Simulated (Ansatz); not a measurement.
Ansatz (an electronic-structure program) input:

Ansatz 0.2 input:
```yaml
crystal:
  periodic: [false, false, false]
  atoms:
    - {symbol: B, position_ang: [-1.24759529, -0.15142672, -0.02882995]}
    - {symbol: F, position_ang: [-1.91314584, 0.96459844, -0.00966612]}
    - {symbol: Br, position_ang: [0.67017969, -0.22640721, 0.00660414]}
basis:
  gaussian:
    orbitals: cc-pVTZ
magnetization: {spin_polarized: true, initial_magnetization: 1}
correlation: {method: ccsd_t, electrons: outside_noble_gas}
```

Task: What final total energy does it print?

Result: -2697.18011 Eh (CCSD(T)/cc-pVTZ). The basis has 103 functions.

It need not be the lowest isomer of its formula.
